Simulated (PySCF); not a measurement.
Simulation results for AlBH4N2

All values are calculated (PySCF 2.14.0). Calculation on a computer-drawn molecule: optimised geometry and harmonic frequencies of an isolated molecule of the commonest isotopes, restricted reference for singlets and unrestricted otherwise, frozen core in MP2.

```yaml
- formula: AlBH4N2
  start_structure:
    atoms_angstrom:
      - [B, -1.6536, -0.2331, -1.4796]
      - ["N", -1.3914, -1.0472, -0.3959]
      - [Al, 0.111, -1.1996, 0.5342]
      - ["N", 1.5085, -1.444, 1.5002]
      - [H, -2.674, -0.2192, -2.0878]
      - [H, -0.7276, 0.4177, -1.8365]
      - [H, -2.2149, -1.5296, -0.073]
      - [H, 2.3077, -0.8107, 1.1006]
  given:
    charge: 0
    multiplicity: 1
    method: HF
    basis: "cc-pV(D+d)Z"
    drawn_bonds_atom: [1, 2, 3, 1, 1, 2, 4]
    drawn_bonds_other_atom: [2, 3, 4, 5, 6, 7, 8]
    drawn_bonds_order: [1, 1, 2, 1, 1, 1, 1]
  results: {}
```

Q: Estimate the total energy of AlBH4N2.
A: -377.8430 hartree

Q: AlBH4N2: rotational constants?
A: 43.12, 2.964, 2.774 GHz

Further results for AlBH4N2:

* convergence status largest gradient component: 2.983e-05 hartree/bohr

Optimised structure:
```xyz
8
AlBH4N2
B     -1.6930    -0.2374    -1.5209
N     -1.4231    -1.0355    -0.3880
Al     0.1666    -1.0717     0.4126
N      1.5480    -1.1708     1.1909
H     -2.7782    -0.2397    -2.0329
H     -0.8076     0.4495    -1.9659
H     -2.1879    -1.5916    -0.0506
H      2.4409    -1.1687     1.6170
```

Modes:
```csv
frequency (cm⁻¹),reduced mass (dalton)
118.6,4.49
154.5,3.858
226,4.173
299.5,1.534
426.9,1.157
465.6,1.13
685.6,4.153
836.5,1.088
995.8,1.271
1102,1.359
1215,1.77
1283,4.572
1343,1.387
1436,2.218
2645,1.059
2729,1.124
3791,1.075
4011,1.087
```
